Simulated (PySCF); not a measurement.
Isomers of C4H10N2Si2, one GFN2-xTB conformer each. Single-point energies are computed at PBE0/def2-SVPD (PySCF, gas phase, no added dispersion term), electronic only.

```json
{"SMILES": "N#C[SiH2]N([SiH3])C1CC1", "GFN2-xTB relative energy (kJ/mol)": "169.3"}
{"SMILES": "[SiH3]Cc1cncn1[SiH3]", "GFN2-xTB relative energy (kJ/mol)": "0.0"}
```

Conformers: `[N:1]#[C:2][SiH2:3][N:4]([SiH3:5])[CH:6]1[CH2:7][CH2:8]1` with C2–Si3–N4–Si5 99°, Si3–N4–C6–C7 91°; `[SiH3:1][CH2:2][c:3]1[cH:4][n:5][cH:6][n:7]1[SiH3:8]` with Si1–C2–C3–C4 84°.

Task: What does PBE0/def2-SVPD give for the same structures?

Result: 
| SMILES | PBE0/def2-SVPD E (Eh) | PBE0/def2-SVPD (kJ/mol) | GFN2-xTB (kJ/mol) | point group |
| --- | --- | --- | --- | --- |
| [SiH3]Cc1cncn1[SiH3] | -846.01687 | 0.0 | 0.0 | C1 |
| N#C[SiH2]N([SiH3])C1CC1 | -845.99137 | 67.0 | 169.3 | C1 |

Both levels put the same isomer lowest. As drawn, the lower has an aromatic ring, which the higher lacks; the higher has a three-membered ring and a C≡N group, which the lower lacks.

Task: Which frontier levels, dipoles and rotational constants go with these structures?

Result: 
| SMILES | HOMO (eV, PBE0/def2-SVPD) | LUMO (eV) | dipole (D) | A, B, C (MHz) |
| --- | --- | --- | --- | --- |
| [SiH3]Cc1cncn1[SiH3] | -6.32 | -0.09 | 3.58 | 1839, 1180, 799.3 |
| N#C[SiH2]N([SiH3])C1CC1 | -7.26 | -0.67 | 3.62 | 1680, 1183, 880.2 |
